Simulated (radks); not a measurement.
Results of a calculation; reference values are marked as such.
Initial-state core-level shifts of the technetium ion Tc+ when its valence configuration changes from [Kr] 4d5 5s1. Level of theory: Dirac Kohn-Sham, LDA (Slater exchange, Perdew-Wang correlation), spin-unpolarised, spherical densities, finite nucleus; open shells are shared between the two j in proportion to 2j + 1; Fermi nuclear charge, rms radius 4.4112 fm (a radial shooting solver on a logarithmic mesh with Libxc functionals). Shifts are changes of the shell-averaged eigenvalues in eV (positive: less bound); the change of the density at the nucleus, which sets a Mossbauer isomer shift, is in e/bohr^3, on a base of 9.972e+04.

| valence | 2s | 3d | 4s | 4p | density at nucleus |
|---|---|---|---|---|---|
| 4d5.5 5s0.5 | +1.983 | +1.951 | +1.773 | +1.688 | -9.970 |
| 4d4 5s2 | -4.368 | -4.270 | -3.793 | -3.600 | +23.366 |
| 4d4 5s1 5p1 | -5.625 | -5.537 | -5.048 | -4.843 | +5.323 |
| 4d4.5 5s1 5p0.5 | -2.754 | -2.716 | -2.498 | -2.401 | +2.495 |
| 4d6 | +3.835 | +3.778 | +3.456 | +3.296 | -18.952 |
| 4d5 5p1 | -1.256 | -1.270 | -1.278 | -1.271 | -16.896 |
| 4d5.5 5p0.5 | +1.349 | +1.309 | +1.122 | +1.039 | -18.033 |
| 4d5 5s0.5 5p0.5 | -0.635 | -0.642 | -0.646 | -0.643 | -8.318 |
| 4d3.5 5s1 5p1.5 | -8.608 | -8.454 | -7.639 | -7.317 | +8.426 |
